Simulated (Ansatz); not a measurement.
One change: `[OH][Sc]([F])[O][SiH3]` becomes `[OH][Sc]([Cl])[O][SiH3]`.

Ansatz, PBE0-D4/def2-TZVP geometries, multiplicity 1. Each molecule was computed in one conformer, which needn't be the lowest.

Scalar relativity is left out up to krypton.

| property | `[OH][Sc]([F])[O][SiH3]` |
| --- | --- |
| HOMO–LUMO gap (ωB97M-V/def2-TZVPP) / eV | 10.31 |
| LUMO energy (PBE0/def2-TZVPP) / eV | -2.04 |
| HOMO energy (ωB97M-V/def2-TZVPP) / eV | -10.84 |
| LUMO energy (B3LYP/def2-TZVPP) / eV | -2.44 |
| size of the dipole moment (B3LYP/def2-TZVPP) / D | 2.16 |
| HOMO–LUMO gap (PBE/def2-TZVPP) / eV | 4.12 |

(1) Give the same properties after the change, and the shifts. (Estimate.)

Answers

(1) Ansatz gave: 
| property | `[OH][Sc]([Cl])[O][SiH3]` | shift |
| --- | --- | --- |
| HOMO–LUMO gap (ωB97M-V/def2-TZVPP) / eV | 10.20 | -0.11 |
| LUMO energy (PBE0/def2-TZVPP) / eV | -2.24 | -0.20 |
| HOMO energy (ωB97M-V/def2-TZVPP) / eV | -10.84 | 0.00 |
| LUMO energy (B3LYP/def2-TZVPP) / eV | -2.62 | -0.18 |
| size of the dipole moment (B3LYP/def2-TZVPP) / D | 2.82 | 0.66 |
| HOMO–LUMO gap (PBE/def2-TZVPP) / eV | 3.95 | -0.17 |

Dipoles are sizes alone; their direction can turn.

B3LYP here is the variant with VWN-RPA as its local correlation; programs differ in this.
